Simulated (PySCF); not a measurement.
Dipole response of Bi⁺ (bismuth, charge +1)

[Xe] 4f14 5d10 6s2 6p2, high-spin 3P determinant. Calculation: PySCF 2.14, in def2-QZVPPD with the def2 core potential (60 electrons); scalar relativity through the core potential. Coupled (time-dependent) response in atomic units; α is the mean over directions.

```tsv
method	mean α (bohr³)	α xx, yy, zz	C₆ (like pair)	S(−4)
UHF	27.64	24.25, 29.34, 29.34	260.3	187.7
PBE	28.04	23.66, 30.23, 30.23	260.5	214.3
PBE0	27.48	23.50, 29.47, 29.47	255.7	197.0
TPSS	27.90	23.65, 30.03, 30.03	261.9	204.5
```

S(−4) is the Cauchy moment in α(ω) = α(0) + S(−4) ω² + …

Spin-orbit coupling is absent.

α(iu) at PBE0:

```
u (hartree)  α(iu) (bohr³)
          0          27.48
     0.0500          27.00
      0.100          25.68
      0.200          21.74
      0.300          17.71
      0.500          11.86
      0.750          7.891
       1.00          5.764
       1.50          3.627
       2.00          2.560
       3.00          1.495
       5.00         0.6861
```

A single London oscillator, α(iu) = α/(1 + u²/ω²), gives C₆ = (3/4) ω α². Matching the computed C₆ needs ω = 4 × 255.7 / (3 × 27.48²) = 0.451 hartree.

For an ion, C₆ is the dispersion term alone; charge-induced terms of lower order in 1/R come first.

The components differ because the open shell of this determinant is not spherical; for a pure term their mean is the scalar polarisability.

Energies and moments cover only the electrons outside the core potential. Spin-orbit coupling is strong in this species (close to jj coupling), so the high-spin LS determinant is a model state, not a physical level.
